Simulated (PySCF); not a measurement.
HgF: from constants to spectrum

BHandHLYP constants of HgF, ²Σ⁺ (doublet), unpaired electrons σ ↑ (basis Hg def2-TZVPP with ECP60, F def2-TZVPP; scalar-relativistic core potentials; PySCF 2.14; masses 201.9706 and 18.9984 u):

* ωe: 456.4 cm⁻¹
* ωexe: 4.7 cm⁻¹
* Be: 0.23308 cm⁻¹
* αe: 0.00229 cm⁻¹
* De to Hg + F: 1.06 eV

(1) What force constant and bond length do these constants imply?

(2) Estimate the centrifugal constant D from the Kratzer relation and find the Dunham coefficient a1.

Spin–orbit coupling is left out, which matters for elements this heavy, above all for dissociation energies. The state was picked by a PBE0 search and need not be the measured ground state.

Results:

(1) Reduced mass μred = 17.365 u; k = 5.8918×10⁻⁷·μred·ωe² (u, cm⁻¹, mdyn/Å) = 2.13 mdyn/Å; Re = √(16.8576/(μred·Be)) (u, cm⁻¹, Å) = 2.041 Å.

(2) D = 4Be³/ωe² = 2.43e-07 cm⁻¹; a1 = −1 − αeωe/(6Be²) = -4.21.
